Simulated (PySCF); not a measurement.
## Calculated data, CH₄ClNSi

Calculation on a computer-drawn molecule: the log of a Hartree-Fock and frozen-core CCSD(T) single point meant for a local Hartree-Fock minimum, with one planted fault or none, to be diagnosed. Offsets are logged minus clean, where the clean run is the same molecule without the fault. The reference is restricted for singlets and unrestricted otherwise, and also for a bond in bohr or an excited solution. Adding or removing an electron swaps singlet and doublet. The excited solution moves the top pair (singlet) or top alpha electron (doublet) to the lowest empty orbital. Highest occupied and lowest empty are orbital energies over both spins, largest force is the largest gradient component, triples share is (T) over the correlation energy, the T1 limit is 0.02 restricted and 0.045 unrestricted, electrons count all cores, a negative frequency is imaginary (commonest isotopes), and the dipole is about the centre of nuclear charge. Program: PySCF 2.14.0.

### CH₄ClNSi

Logged structure:
```xyz
8
CH4ClNSi
N     -0.8041    -0.0017     1.4408
C      0.0641    -0.4728     0.5967
Si     1.7990    -1.1933     1.0174
Cl     2.7500    -0.6811    -0.8584
H     -0.5357     0.2025     2.3850
H     -1.7617     0.1641     1.1999
H     -0.3489    -0.6346    -0.3984
H      2.2206    -0.0178     1.8614
```

* meant charge: 0
* meant multiplicity: 1
* meant basis: cc-pV(D+d)Z
* logged electrons: 48
* logged basis functions: 94
* logged SCF converged: yes
* logged spin squared: 0
* logged highest occupied: -3.7419 eV
* logged lowest empty: -2.6403 eV
* logged largest force: 0.091827 hartree/bohr
* logged dipole magnitude: 3.6536 debye
* logged SCF stable within its kind: no
* logged energy HF: -842.76318 hartree
* possible faults: no fault, one electron removed, one electron added, multiplicity raised by two, geometry at a saddle point, SCF held on an excited solution, minimal basis STO-3G, one bond length entered in bohr, all coordinates scaled
* planted fault: SCF held on an excited solution
* HF energy offset from clean run: 194.7 kcal/mol

Drawn bonds:
```
atom  other atom  order
   1           2      1
   2           3      2
   3           4      1
   1           5      1
   1           6      1
   2           7      1
   3           8      1
```

Notes: coupled-cluster numbers left out as unreliable.
